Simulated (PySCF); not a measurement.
**Two-component Hartree-Fock for I³⁴⁺ (iodine, charge +34)**

Start: [Ar] 3d1; 3d5/2 filled at m_j = +5/2. Calculated with PySCF 2.14 in an even-tempered Gaussian basis (16 s from 6.2 bohr⁻², ratio 2.8; 12 p from 8.1 bohr⁻², ratio 2.8; 8 d from 8.1 bohr⁻², ratio 2.8; 3 f from 24 bohr⁻², ratio 3): generalised Hartree-Fock with the X2C-1e Hamiltonian and a Gaussian nucleus; one run each with spin-orbit coupling (SO) screened by Boettger's factors, then bare. This is a chosen level, not necessarily the ground level.

| spinor shell | electrons | ε, screened SO (eV) | ε, bare SO (eV) | weight of nominal j (bare SO) | rms radius, bare SO (bohr) |
| --- | --- | --- | --- | --- | --- |
| 1s1/2 | 2 | -35104.3 | -35104.2 | 1.000 | 0.0311 |
| 2s1/2 | 2 | -6972.6 | -6972.6 | 1.000 | 0.125 |
| 2p1/2 | 2 | -6648.0 | -6657.1 | 1.000 | 0.108 |
| 2p3/2 | 4 | -6344.2 | -6340.6 | 1.000 | 0.113 |
| 3s1/2 | 2 | -2549.8 | -2549.8 | 1.000 | 0.311 |
| 3p1/2 | 2 | -2416.8 | -2419.0 | 0.998 | 0.300 |
| 3p3/2 | 4 | -2348.2 | -2347.3 | 0.999 | 0.310 |
| 3d5/2 | 1 | -2168.3 | -2166.8 | 1.000 | 0.272 |

```json
{"quantity": "E (hartree)", "screened SO": "-6241.97333", "bare SO": "-6242.09837"}
{"quantity": "M_J", "screened SO": "5/2", "bare SO": "5/2"}
{"quantity": "⟨J²⟩", "screened SO": "8.751", "bare SO": "8.751"}
{"quantity": "⟨L²⟩", "screened SO": "6.014", "bare SO": "6.015"}
{"quantity": "⟨S²⟩", "screened SO": "0.763", "bare SO": "0.764"}
```

Each row is a mean over spinors that exchange with the open shell spreads, by up to 19.015 eV (3p3/2).

Breit and QED terms are absent; they matter most for the inner s and p1/2 levels.

Densities and radii are taken from the X2C orbitals without a picture-change correction, which distorts them close to the nucleus.
